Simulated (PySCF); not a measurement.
This PySCF input asks for the NMR shieldings of `C=C[C@@H](F)[O+]([AlH3-])CC(F)F`, C5H10AlF3O; the geometry comes from GFN2-xTB.

```python
import basis_set_exchange as bse
import numpy as np
from pyscf import gto, dft
from pyscf.prop import nmr

atoms = """
C     2.039717    0.504981    1.730102
C     1.955471   -0.288163    0.675846
C     1.166201    0.086858   -0.539068
F     1.774818   -0.399081   -1.671631
O    -0.107836   -0.492502   -0.478077
Al   -0.760295   -1.353964    1.116755
C    -1.003794   -0.101172   -1.504793
C    -1.848423    1.085747   -1.042607
F    -2.806349    1.353099   -1.951424
F    -1.088569    2.204834   -0.947192
H     2.608197    0.220791    2.597667
H     1.543364    1.460820    1.764126
H     2.463383   -1.238196    0.611109
H     1.102311    1.177692   -0.670075
H    -2.116139   -1.792181    0.441807
H     0.348082   -2.433045    1.330926
H    -0.826491   -0.086131    2.053118
H    -1.678025   -0.941813   -1.686337
H    -0.460626    0.145098   -2.423400
H    -2.310143    0.897006   -0.060797
"""
names = dict.fromkeys(["C", "F", "O", "Al", "H"], "pcSseg-1")
basis = {el: gto.basis.parse(bse.get_basis(n, elements=[el], fmt="nwchem")) for el, n in names.items()}
mol = gto.M(atom=atoms, basis=basis, charge=0, verbose=0)
mf = dft.RKS(mol, xc="PBE0")
mf.grids.level = 2
mf.grids.alignment = dft.numint.BLKSIZE   # the property module wants whole blocks of grid points
mf.conv_tol = 1e-9
mf.kernel()

calc = nmr.RKS(mf)   # GIAO
C = mf.mo_coeff
Co = C[:, mf.mo_occ > 0]
resp = mf.gen_response(singlet=True, hermi=2)
def vind(x):   # induced exchange potential for any number of trial vectors
    d = np.einsum("pi,xij,qj->xpq", C, 2 * x.reshape(-1, C.shape[1], Co.shape[1]), Co, optimize=True)
    return np.einsum("xpq,pi,qj->xij", resp(d - d.transpose(0, 2, 1)), C, Co, optimize=True).ravel()
mo1, _ = nmr.rhf.solve_mo1(calc, with_cphf=vind)
sigma = calc.kernel(mo1)
for i, s in enumerate(sigma):   # ppm
    w = np.linalg.eigvalsh((s + s.T) / 2)
    print("%2d %-2s iso %8.1f  s11 %8.1f  s22 %8.1f  s33 %8.1f" % (i, mol.atom_pure_symbol(i), w.mean(), *w))
```

Question: Give the expected output.

Answer: 
```
 0 C  iso     47.9  s11    -71.7  s22     45.3  s33    170.2
 1 C  iso     49.1  s11    -63.8  s22     63.1  s33    148.1
 2 C  iso     71.5  s11     57.3  s22     69.4  s33     87.8
 3 F  iso    324.4  s11    219.7  s22    369.0  s33    384.4
 4 O  iso    265.3  s11    216.2  s22    270.1  s33    309.7
 5 Al iso    414.7  s11    402.9  s22    406.1  s33    435.2
 6 C  iso    115.3  s11     91.2  s22     99.9  s33    154.7
 7 C  iso     66.9  s11     49.6  s22     65.7  s33     85.3
 8 F  iso    320.4  s11    215.4  s22    330.4  s33    415.4
 9 F  iso    319.4  s11    227.8  s22    346.6  s33    383.7
10 H  iso     25.5  s11     22.7  s22     25.2  s33     28.8
11 H  iso     25.4  s11     21.1  s22     25.1  s33     30.1
12 H  iso     25.1  s11     23.3  s22     24.6  s33     27.2
13 H  iso     25.4  s11     22.7  s22     26.4  s33     27.2
14 H  iso     27.6  s11     24.1  s22     27.3  s33     31.5
15 H  iso     27.4  s11     23.5  s22     27.0  s33     31.8
16 H  iso     27.5  s11     24.8  s22     26.7  s33     31.0
17 H  iso     26.9  s11     22.9  s22     26.9  s33     30.9
18 H  iso     27.2  s11     22.9  s22     27.7  s33     31.1
19 H  iso     24.8  s11     22.2  s22     25.3  s33     27.1
```

These numbers come from an equivalent density-fitted implementation of the same equations, which agrees with the script to about 0.01 ppm for H and up to a few tenths of a ppm for heavy atoms, so last digits may differ.

Size and cost of the density-fitted run: 227 basis functions, 3 min wall time (2.5 min CPU) on 1 thread of an AMD EPYC, shared host; peak memory 1 GiB.
